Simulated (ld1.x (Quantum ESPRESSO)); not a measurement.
**Which change was made? (Si, ultrasoft)**

* Element: silicon
* Generator: ld1.x (Quantum ESPRESSO) 7.5
* Type: ultrasoft
* Functional: LDA (PZ)
* Relativity: non-relativistic
* Frozen core: [Ne]
* Valence charge: 4
* Reference configuration: 3s2 3p2
* Partial waves: 3s (bound): rcut 1.35, rcutus 1.60 bohr; 3s channel at 0.05 Ry: rcut 1.35, rcutus 1.60 bohr; 3p (bound): rcut 1.40, rcutus 1.75 bohr; 3p channel at 0.3 Ry: rcut 1.40, rcutus 1.75 bohr
* Local potential: all-electron potential smoothed inside 1.70 bohr (lloc = -1)
* Core correction: Bessel-smoothed model core inside 1.45 bohr
* Augmentation charge: built from norm-conserving waves at rcut, not smoothed further

Cutoffs, loose and tight: the cutoffs (Ry, on a coarse ladder) from which the occupation-weighted sum of valence levels, in a spherical-Bessel basis at the reference potential, stays within 10 and 1 mRy of its value at 400 Ry. They do not see the model core or the augmentation charge, which bear on the density cutoff. Test errors are all-electron minus pseudo excitation energies from the reference, over the configurations 3s2 3p1; 3s2 3p0; 3s1 3p0; 3s1 3p3; 3s2 3p1.5; 3s2 3p2.3; 3s1 3p2 (two spin-polarised tests are not counted in the largest error); variants that change the core or the reference have their own tests.

The base gives: outcome: generated; cutoff, loose: 12 Ry; cutoff, tight: 18 Ry; bound ghosts: none; largest test error (meV): +19.

Q: After one change the result is: outcome: failed: run_pseudo: Errors in PS-KS equation. Which change was it?
A. augmentation PSQ, inside the norm-conserving radii
B. all radii but the core radius scaled by about 1.30 (s 2.08, p 2.28 bohr, rcut 1.76/1.82); local potential all-electron potential smoothed inside 2.20 bohr (lloc = -1)
C. all radii but the core radius scaled by about 0.75 (s 1.20, p 1.30 bohr, rcut 1.00/1.04); local potential all-electron potential smoothed inside 1.28 bohr (lloc = -1)
D. core correction Bessel-smoothed model core inside 1.28 bohr
E. local potential all-electron potential smoothed inside 0.84 bohr (lloc = -1)

A: C. The others give: all radii but the core radius scaled by about 1.30 (s 2.08, p 2.28 bohr, rcut 1.76/1.82); local potential all-electron potential smoothed inside 2.20 bohr (lloc = -1) → outcome: generated; cutoff, loose: 8 Ry; cutoff, tight: 12 Ry; bound ghosts: none; largest test error (meV): +49 | local potential all-electron potential smoothed inside 0.84 bohr (lloc = -1) → outcome: generated; cutoff, loose: 30 Ry; cutoff, tight: 30 Ry; bound ghosts: s; largest test error (meV): +19 | core correction Bessel-smoothed model core inside 1.28 bohr → outcome: generated; cutoff, loose: 12 Ry; cutoff, tight: 18 Ry; bound ghosts: none; largest test error (meV): +13 | augmentation PSQ, inside the norm-conserving radii → outcome: generated; cutoff, loose: 12 Ry; cutoff, tight: 18 Ry; bound ghosts: none; largest test error (meV): -16.
